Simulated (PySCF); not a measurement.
## PbH at M06-2X

Computed with M06-2X; PySCF, scalar-relativistic core potentials, basis sets H cc-pVTZ, Pb cc-pVTZ-PP with ECP60.

```json
{
  "state": "²Π (doublet), unpaired electrons π ↑",
  "bond length": "1.852 Å",
  "harmonic wavenumber": "1600 cm⁻¹",
  "force constant": "1.51 mdyn/Å",
  "rotational constant Be": "4.903 cm⁻¹",
  "anharmonicity ωexe": "22.5 cm⁻¹",
  "vibration–rotation constant αe": "0.120 cm⁻¹",
  "well depth De to H + Pb": "52.7 kcal/mol",
  "dissociation energy D0": "50.4 kcal/mol",
  "bond order (Mayer)": "0.97",
  "dipole moment (positive dipole means H(−)Pb(+))": "1.17 D"
}
```

Spin–orbit coupling is left out, which matters for elements this heavy, above all for dissociation energies. The state is the lowest determinant that a PBE0 search found; another state may lie lower at other levels.
